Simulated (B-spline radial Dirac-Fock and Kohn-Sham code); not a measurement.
**Hg⁺ 4f5/2: cross section and angular parameters**

System: mercury as Hg⁺, [Xe] 4f14 5d10 6s1; threshold 122.4 eV (orbital energy of the model). Method: Dirac-Hartree-Slater photoionisation with a Latter tail; cross sections with all multipoles, angular parameters from the dipole term and its interference with E2. Computed with a radial B-spline solver.

```
hν (eV)  σ (kb)      β       γ      δ
    171     398  1.436   0.016  0.005
    200     858  0.687   0.004  0.008
    202     895  0.654   0.004  0.009
    319    2210  0.293  -0.009  0.015
    333    2210  0.310  -0.009  0.016
    392    2060  0.397  -0.009  0.019
    420    1930  0.438  -0.009  0.020
    429    1880  0.452  -0.009  0.021
    438    1840  0.465  -0.009  0.021
    535    1390  0.593  -0.004  0.027
    570    1240  0.633  -0.001  0.029
    643     988  0.706   0.005  0.033
    657     946  0.719   0.007  0.034
    800     611  0.825   0.027  0.042
    933       ?      ?       ?      ?
   1110     264  0.962   0.094  0.060
 1253.6     187  0.999   0.132  0.068
   1640    83.9  1.052   0.245  0.087
   1800    62.7  1.061   0.293  0.095
   2000    44.6  1.066   0.354  0.104
   2900    12.6  1.045   0.608  0.145
   3400    7.16  1.019   0.731  0.167
 5414.7    1.24  0.906   1.112  0.252
   5520    1.15  0.900   1.128  0.257
   6310   0.679  0.861   1.237  0.289
 8047.8   0.254  0.786   1.433  0.358
 9251.7   0.142  0.742   1.541  0.404
  12000  0.0473  0.660   1.730  0.505
```

Task: Give the values at 933 eV.

Result: σ = 419 kb, β = 0.896, γ = 0.053, δ = 0.050.
